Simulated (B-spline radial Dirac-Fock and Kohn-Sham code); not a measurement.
# Auger decay of the M2 hole in Yb⁺

System: the Yb⁺ ion, [Xe] 4f13 6s2 (an excited configuration).

Input of the calculation (task.json; shells as n, l, electrons):

```json
{"items": [{
  "Z": 70,
  "q": 1,
  "cfg": [[1, 0, 2], [2, 0, 2], [2, 1, 6], [3, 0, 2], [3, 1, 6], [3, 2, 10], [4, 0, 2], [4, 1, 6], [4, 2, 10], [4, 3, 13], [5, 0, 2], [5, 1, 6], [6, 0, 2]],
  "A": 174,
  "rrms": 5.3108,
  "do": ["binding", "quiet", "decay"],
  "holes": ["K", "L1", "L2", "L3", "M1", "M2", "M3", "M4", "M5", "N1", "N2", "N3", "N4", "N5"]
}]}
```

Run with: `python xray_run.py task.json out`

Method: one-electron (LDA, Dirac) transition rates at Dirac-Fock energies. Computed with a B-spline atomic structure program. Kinetic energies are configuration averages from the vacuum level; the two-hole energies are estimated from single-hole states.

| transition | kinetic energy (eV) | width (meV) | share (%) |
| --- | --- | --- | --- |
| M2-M4N1 | 62.33 | 754 | 7.1 |
| M2-M5N1 | 110.0 | 127 | 1.2 |
| M2-M4N2 | 154.9 | 742 | 7.0 |
| M2-M3N6 | 175.8 | 345 | 3.2 |
| M2-M3N7 | 177.6 | 356 | 3.3 |
| M2-M5N2 | 202.0 | 838 | 7.9 |
| M2-M4N3 | 206.0 | 887 | 8.3 |
| M2-M5N3 | 253.9 | 76.1 | 0.7 |
| M2-M4N4 | 359.0 | 301 | 2.8 |
| M2-M4N5 | 367.3 | 353 | 3.3 |
| M2-M4O1 | 507.5 | 122 | 1.2 |
| M2-M4O2 | 537.1 | 87.4 | 0.8 |
| M2-M4O3 | 544.3 | 109 | 1.0 |
| M2-M4N6 | 555.8 | 1640 | 15.4 |
| M2-M4N7 | 557.0 | 2500 | 23.5 |
| M2-M5O2 | 584.7 | 80.7 | 0.8 |
| M2-M5N6 | 602.9 | 56.4 | 0.5 |
| M2-N1N2 | 1244.9 | 53.7 | 0.5 |
| M2-N2N3 | 1384.7 | 119 | 1.1 |
| M2-N2N4 | 1539.4 | 114 | 1.1 |
| M2-N2N5 | 1544.9 | 186 | 1.7 |
| M2-N2N6 | 1731.5 | 50.7 | 0.5 |
| M2-N2N7 | 1732.5 | 87.0 | 0.8 |
| M2-N6N7 | 2129.7 | 61.4 | 0.6 |

Coster-Kronig rates are the weakest part of this model and often come out 1.5 to 2.5 times too large. The listed channels hold 95 % of the non-radiative rate. Summed by principal shells, of 10.6 eV in all: MMN 85.3 %, MNN 8.1 %, MMO 5.3 %, MNO 1.0 %, MMP 0.2 %.
